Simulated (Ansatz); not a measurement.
Si₂Au₂, relaxed as a singlet with RKS r2SCAN-D4/def2-SVP in Ansatz, starting from the GFN1-xTB geometry. Force threshold 0.02 eV/Å.

In the def2 sets Au takes a core potential; there is no spin–orbit coupling. The structure comes from a short search, and lower isomers may exist.

Start:

```xyz
4

Au    1.5167   -0.0295   -0.6659
Au   -0.1154    0.6091    1.5362
Si   -0.5320   -1.3393   -0.0097
Si   -0.8694    0.7598   -0.8606
```

| step | energy (eV) | largest force component (eV/Å) | SCF passes |
| --- | --- | --- | --- |
| 1 | -23139.2930 | 0.641 | 28 |
| 2 | -23139.4641 | 0.337 | 35 |
| 3 | -23139.4917 | 0.082 | 36 |
| 4 | -23139.4927 | 0.002 | 32 |

Force components are those of the run's own axes.

End:

```xyz
4

Au    1.520   -0.127   -0.909
Au   -0.360    0.606    1.630
Si   -0.407   -1.323    0.081
Si   -0.754    0.844   -0.801
```

By distances, no bond broke or formed. The bond that changes most is Au1–Au2, from 2.81 to 3.24 Å (atoms count from 1).

No frequencies were taken in this run, so the end may be a saddle point.

Hardware: 4 threads of Arm Neoverse N1 on a shared host. Wall time 23 s.
